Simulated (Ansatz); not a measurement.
Calculated with Ansatz (gas phase, PBE0-D4/def2-TZVP geometries, no zero-point term in ΔE). CCSD(T)/CBS adds triple-zeta CCSD(T) − MP2 to the extrapolated MP2 energy (def2 sets, frozen cores). This one scheme is used for every species. DFT in def2-TZVPP. B3LYP here is the variant with VWN-RPA as its local correlation; programs differ in this. One conformer a species, not always the lowest.

Reaction (β-hydride elimination): `COB(N)O[SiH3]` → `NBO[SiH3]` + `C=O`

CCSD(T)/CBS gives +218.2 kJ/mol.

(1) Another level gave +211.8 kJ/mol. Which?
A. B3LYP/def2-TZVPP
B. MP2/def2-TZVPP
C. B3LYP-D4/def2-TZVPP
D. SCS-MP2/def2-TZVPP

Largest T1 diagnostic among the species: 0.015.

Results:

(1) C. B3LYP-D4 211.8, SCS-MP2/def2-TZVPP 207.0, MP2/def2-TZVPP 219.3, B3LYP 197.0 kJ/mol.

The D4 term adds +14.7 kJ/mol with B3LYP and +8.2 kJ/mol with PBE0; it sums over pairs of atoms, weighted by their polarisabilities, and B3LYP, whose exchange is more repulsive, gets the larger term. From PBE to PBE0 (25 % exact exchange), in def2-TZVPP and without D4, ΔE moves by +17.8 kJ/mol.
